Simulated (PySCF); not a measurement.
An unknown is described by computed data only.

Elements present: C, Cl, F and H. Monoisotopic mass: 199.9971 u.

- Dipole: 2.39 D [PBE0/pcSseg-1]
- 1H NMR: chemical shifts (computed TMS as zero) by class: 7.52 (1 H), 5.86 (1 H), 5.17 (1 H), 4.93 (1 H), 3.54 (1 H), 3.41 (1 H), 2.38 (1 H), 2.00 (1 H) ppm [GIAO PBE0/pcSseg-1]
- 13C NMR: chemical shifts (computed TMS as zero) by class: 157.8 (1 C), 122.1 (1 C), 89.8 (1 C), 86.2 (1 C), 48.8 (1 C), 38.6 (1 C), 27.8 (1 C) ppm [GIAO PBE0/pcSseg-1]
- NMR, other nuclei: isotropic shieldings of nuclei other than C and H, by class: 300 (1 F), 425 (1 F), 667 (1 Cl), 718 (1 Cl) ppm [GIAO PBE0/pcSseg-1]
- Rotational structure: rotational constants A, B, C: 1.131, 0.553, 0.466 GHz [GFN2-xTB]

The electronic properties come from PySCF, for the isolated species, density fitting. Levels stand in brackets. Geometry: GFN2-xTB, one conformer, isolated molecule. NMR values are class means; diastereotopic atoms form classes of their own.

Q: Which formula fits the mass and the elements?

A: C7H8Cl2F2 (calculated 199.9971). No other formula that holds each of these elements comes within 0.0003 u with a fitting electron parity and a possible valence count.

Q: Give a SMILES that accounts for the data.

A: Numbering: `[F:1]/[CH:2]=[C:3]1\[C@@H:4]([CH2:5][F:6])[CH2:7][C@H:8]1[CH:9]([Cl:10])[Cl:11]`. Its formula, C7H8Cl2F2, gives 2 degrees of unsaturation: 1 ring and 1 π bond in the structure found. 7 carbons fall into 7 classes; from least to most shielded: vinylic C–F carbon [C2] (157.8 ppm), fully substituted alkene carbon [C3] (122.1 ppm), CHCl2 carbon [C9] (89.8 ppm), sp3 C–F carbon [C5] (86.2 ppm), allylic carbon [C8] (48.8 ppm), allylic carbon [C4] (38.6 ppm), four-membered-ring carbon [C7] (27.8 ppm). Hydrogen classes from least to most shielded: 1 H on a vinylic C–F carbon, C2 (7.52 ppm), 1 H on a CHCl2 carbon, C9 (5.86 ppm), 1 H on an sp3 C–F carbon, C5 (5.17 ppm), 1 H on an sp3 C–F carbon, C5 (4.93 ppm), 1 H on an allylic carbon, C8 (3.54 ppm), 1 H on an allylic carbon, C4 (3.41 ppm), 1 H on a four-membered-ring carbon, C7 (2.38 ppm), 1 H on a four-membered-ring carbon, C7 (2.00 ppm). The other shieldings belong to: 300 ppm, vinyl fluorine [F1]; 425 ppm, alkyl fluorine [F6]; 667 ppm, alkyl chlorine [Cl11]; 718 ppm, alkyl chlorine [Cl10]. The optimised geometry has point group C1 and is an asymmetric top. Structure: `F/C=C1\[C@@H](CF)C[C@H]1C(Cl)Cl`. The assignments are read from this structure; whether some other isomer fits the data as well wasn't checked. The mirror image fits equally. NMR values of atoms bound to several Cl lack the spin–orbit term that these neighbours bring.

Conformer computed: `[F:1]/[CH:2]=[C:3]1\[C@@H:4]([CH2:5][F:6])[CH2:7][C@H:8]1[CH:9]([Cl:10])[Cl:11]`: C3–C4–C5–F6 175°, C7–C8–C9–Cl10 57°.
